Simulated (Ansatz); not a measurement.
Ansatz (a program for electronic structure) job for Ge(H)(Cl)2(vinyl) (C₂H₄Cl₂Ge), SMILES C=[CH][GeH]([Cl])[Cl], PBE/def2-SVPD. Geometry: r2SCAN-D4/def2-SVP. This is a generated structure with no PubChem entry under its InChIKey; it may be hypothetical. Other conformers were not sampled.

Ansatz 0.2 input:
```yaml
crystal:
  periodic: [false, false, false]
  atoms:
    - {symbol: Ge, position_ang: [0.12192569, -0.30769640, -0.38685032]}
    - {symbol: Cl, position_ang: [0.43632760, 1.82960485, -0.47878288]}
    - {symbol: Cl, position_ang: [1.31105086, -1.09489094, 1.23959227]}
    - {symbol: C, position_ang: [-1.73700177, -0.62828535, -0.00524711]}
    - {symbol: C, position_ang: [-2.63233575, 0.35914671, 0.11464297]}
    - {symbol: H, position_ang: [0.68176178, -0.91612748, -1.67411677]}
    - {symbol: H, position_ang: [-2.04054633, -1.67539079, 0.12690104]}
    - {symbol: H, position_ang: [-3.68520534, 0.15153977, 0.33867078]}
    - {symbol: H, position_ang: [-2.34704055, 1.41095841, -0.00237994]}
basis:
  gaussian:
    orbitals: def2-SVPD
hamiltonian:
  xc: {name: PBE}
```

Program output:

```
WARN ansatz: RAYON_NUM_THREADS=1 ignored (pool sized by the plan → 1); use --threads N
Functional definition: PBE
integrals: 0.13 GiB planned
1555 factors; their error is unknown
mean field: 0.70 GiB planned
mean field evaluation 1: about -83659.4378 eV, gradient 5.5e1 eV
mean field evaluation 2: about -83640.8321 eV, gradient 9.8e1 eV
mean field evaluation 4: about -83666.5708 eV, gradient 8.6e0 eV
mean field evaluation 8: about -83666.7733 eV, gradient 5.5e-2 eV
mean field evaluation 16: about -83666.7128 eV, gradient 6.9e-5 eV
mean field -83666.71284199 eV, -3074.6949856082 hartree, gradient 6.9e-5 eV, S^2 0.000000; 0 other end points of the search recorded, 0 dependent functions left out
reference -83666.71289380 eV, -3074.6949875124 hartree; 41, 41 occupied and 123, 123 virtual orbitals, 1555 factors
Total energy: -83666.71289380 eV, -3074.6949875124 hartree
```

Self-consistency was reached.

Cost: about 4 core-seconds (a rough figure).
